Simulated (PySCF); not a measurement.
Species: C₃H₈F₂O₂Si.
SMILES: `CO[SiH2]OCC(F)F`

Jobs on this species (16 atoms, 74 electrons) with PySCF (density fitting). Hardware of each: an Arm Neoverse V2 with one thread, no GPU, shared host. Times come from a shared host and carry two figures at best. Peak memory is the resident size of the whole Python process, interpreter and libraries included.

| level and settings | work | basis functions | SCF cycles | wall time | peak memory |
| --- | --- | --- | --- | --- | --- |
| X3LYP/ANO-RCC-VDZP, damping 0.3 at the start, DIIS from the seventh cycle, fitting basis def2-qzvpp-jkfit | spin–spin couplings from 14 perturbed nuclei, spin–dipole term for 3 of them | 156 | ? | ? | ? |
| PBE0/cc-pVDZ, energy threshold 1e-08 Eh | shieldings, charges and field gradients | 156 | 9 | 20 s | 0.74 GiB |
| PBE0/6-31G*, IEF-PCM benzene | spin–spin couplings from 14 perturbed nuclei, spin–dipole term for 3 of them | 132 | 13 | 31 s | 0.84 GiB |

Fill in the missing figures.

- X3LYP/ANO-RCC-VDZP, damping 0.3 at the start, DIIS from the seventh cycle, fitting basis def2-qzvpp-jkfit; spin–spin couplings from 14 perturbed nuclei, spin–dipole term for 3 of them: 51 s, 0.87 GiB, 15 SCF cycles

What do all jobs in the table cost together?

About 1.7 min; the longest takes about 50 % of that, and about 2.5 times as long as the shortest.
